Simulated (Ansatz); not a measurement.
One change: `C#C[CH](C)[SnH3]` becomes `C[CH](C)[SnH3]`.

Ansatz, PBE0-D4/def2-TZVP geometries, multiplicity 1. 

Elements past krypton have def2 core potentials.

| property | `C#C[CH](C)[SnH3]` |
| --- | --- |
| size of the dipole moment (PBE/def2-TZVPP) / D | 0.76 |
| size of the dipole moment (B3LYP/def2-TZVPP) / D | 0.74 |
| HOMO energy (ωB97M-V/def2-TZVPP) / eV | -9.12 |
| HOMO–LUMO gap (ωB97M-V/def2-TZVPP) / eV | 10.51 |
| LUMO energy (PBE/def2-TZVPP) / eV | -0.85 |
| LUMO energy (PBE0/def2-TZVPP) / eV | -0.05 |

Problem. What does the change do to each property? (An estimate is asked.)

Solution. Ansatz gave: 
```tsv
property	`C[CH](C)[SnH3]`	shift
size of the dipole moment (PBE/def2-TZVPP) / D	1.08	0.32
size of the dipole moment (B3LYP/def2-TZVPP) / D	1.06	0.32
HOMO energy (ωB97M-V/def2-TZVPP) / eV	-9.59	-0.47
HOMO–LUMO gap (ωB97M-V/def2-TZVPP) / eV	11.28	0.77
LUMO energy (PBE/def2-TZVPP) / eV	-0.38	0.47
LUMO energy (PBE0/def2-TZVPP) / eV	0.36	0.41
```

With PBE0 the HOMO falls by 0.45 eV and the LUMO rises by 0.41 eV, so the gap widens by about 0.86 eV. PBE moves the HOMO by -0.41 eV and ωB97M-V by -0.47 eV. Dipoles are sizes alone; their direction can turn.

B3LYP here is the variant with VWN-RPA as its local correlation; programs differ in this.
